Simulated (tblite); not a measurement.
Species: C7H12FNSi.
Atom-mapped SMILES: `[CH3:1][CH2:2][C@@H:3]1[CH2:4][C@H:5]([C:6]#[N:7])[C@@H:8]([F:9])[SiH2:10]1` (hydrogens: H11, H12, H13 on C1; H14, H15 on C2; H16 on C3; H17, H18 on C4; H19 on C5; H20 on C8; H21, H22 on Si10)

Computed with GFN2-xTB (tblite), gas phase: L-BFGS steps from a force-field or distance-geometry start until the largest atomic force falls under 0.01 eV/Å.

At the end of the run (lengths in Å): C3–Si10 1.915, C8–Si10 1.930, C2–C3 1.529, C5–C6 1.441, C3–C4 1.536, Si10–H21 1.460, C1–H13 1.087, F9–C8–Si10 112.0°, C4–C3–Si10 104.3°, C2–C3–C4 112.6°, C4–C5–C6 111.0°, C1–C2–C3–C4 -64°, C2–C3–C4–C5 -164°, C3–C4–C5–C6 173°, H21–Si10–C8–C5 -106°, H20–C8–C5–C4 88°.

Problem. These geometries were met on the way; a selection of coordinates is given. Order them by energy above the end point, lowest first.
A. C3–Si10 1.906, C8–Si10 1.931, C2–C3 1.527, C5–C6 1.447, C3–C4 1.541, Si10–H21 1.460, C1–H13 1.087, F9–C8–Si10 111.7°, C4–C3–Si10 105.3°, C2–C3–C4 113.6°, C4–C5–C6 112.1°, C1–C2–C3–C4 -63°, C2–C3–C4–C5 -163°, C3–C4–C5–C6 173°, H21–Si10–C8–C5 -104°, H20–C8–C5–C4 87°
B. C3–Si10 1.909, C8–Si10 1.926, C2–C3 1.528, C5–C6 1.441, C3–C4 1.534, Si10–H21 1.458, C1–H13 1.086, F9–C8–Si10 112.5°, C4–C3–Si10 104.9°, C2–C3–C4 113.7°, C4–C5–C6 111.5°, C1–C2–C3–C4 -63°, C2–C3–C4–C5 -163°, C3–C4–C5–C6 173°, H21–Si10–C8–C5 -105°, H20–C8–C5–C4 88°
C. C3–Si10 1.899, C8–Si10 1.931, C2–C3 1.562, C5–C6 1.425, C3–C4 1.534, Si10–H21 1.466, C1–H13 1.072, F9–C8–Si10 110.2°, C4–C3–Si10 106.6°, C2–C3–C4 112.8°, C4–C5–C6 112.8°, C1–C2–C3–C4 -61°, C2–C3–C4–C5 -164°, C3–C4–C5–C6 172°, H21–Si10–C8–C5 -103°, H20–C8–C5–C4 87°
D. C3–Si10 1.984, C8–Si10 1.896, C2–C3 1.511, C5–C6 1.468, C3–C4 1.561, Si10–H21 1.484, C1–H13 1.109, F9–C8–Si10 108.9°, C4–C3–Si10 102.5°, C2–C3–C4 114.6°, C4–C5–C6 111.3°, C1–C2–C3–C4 -64°, C2–C3–C4–C5 -162°, C3–C4–C5–C6 173°, H21–Si10–C8–C5 -100°, H20–C8–C5–C4 84°
E. C3–Si10 1.916, C8–Si10 1.927, C2–C3 1.540, C5–C6 1.444, C3–C4 1.544, Si10–H21 1.466, C1–H13 1.087, F9–C8–Si10 110.3°, C4–C3–Si10 105.4°, C2–C3–C4 113.3°, C4–C5–C6 112.3°, C1–C2–C3–C4 -62°, C2–C3–C4–C5 -164°, C3–C4–C5–C6 172°, H21–Si10–C8–C5 -103°, H20–C8–C5–C4 86°

Solution. B (0.007 eV), A (0.016 eV), E (0.036 eV), C (0.080 eV), D (0.196 eV).

```csv
step,E above end (eV),"rms distance from the end, all atoms (Å)",largest force (eV/Å),rms shift of all bonds from the end (Å)
8,0.007,0.031,0.117,0.002
5,0.016,0.035,0.391,0.003
3,0.036,0.039,0.438,0.004
2,0.080,0.040,1.792,0.012
0,0.196,0.048,1.908,0.022
```

Rows stand in the order of the answer.
